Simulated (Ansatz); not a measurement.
The same path of BCl2H2N + FH (8 atoms, charge 0, multiplicity 1) was run twice with different band settings. Lost on the way: F7–H8. Made: B1–F7, N2–H8.

Theory: RHF/def2-SVP (Ansatz 0.2.0).

Relaxed end points:

```xyz
8
Properties=species:S:1:pos:R:3
B 0.047 -0.393 0.172
N -0.009 -0.148 1.550
H -0.818 -0.404 2.082
H 0.830 -0.066 2.090
Cl 1.580 -0.227 -0.688
Cl -1.420 -0.841 -0.701
F -0.593 2.710 1.074
H -0.421 1.866 1.355
```

```xyz
8
Properties=species:S:1:pos:R:3
B -0.048 0.504 0.104
N -0.151 0.219 1.711
H -0.233 -0.769 1.897
H 0.675 0.566 2.175
Cl 1.482 -0.372 -0.440
Cl -1.604 -0.186 -0.605
F 0.039 1.848 0.001
H -0.962 0.686 2.090
```

Common settings: spring 5.0 eV/Å²; optimiser quadratic models (default); start path through a guess of the saddle point; force threshold 0.03 eV/Å; iteration limit 60; end points relaxed.

| run | movable images | climbing image |
| --- | --- | --- |
| 1 | 7 | yes |
| 2 | 8 | no |

(1) What does each run give, and how far can it be trusted?

Results:

(1) Run 1: converged after 12 iterations, highest image 1.142 eV above the first end. Neighbouring images differ by up to 1.5 eV, so the band resolves the path poorly. A vibrational analysis at the climbing image gives one clearly imaginary mode, 1478i cm⁻¹: a first-order saddle point.
Run 2: converged after 16 iterations, highest image 0.810 eV above the first end. Neighbouring images differ by up to 1.5 eV, so the band resolves the path poorly. No image climbed, so the highest image needn't sit at the top of the path.
The orbitals stay closed-shell, which can raise the energy where a bond breaks towards radicals; this wasn't checked here.
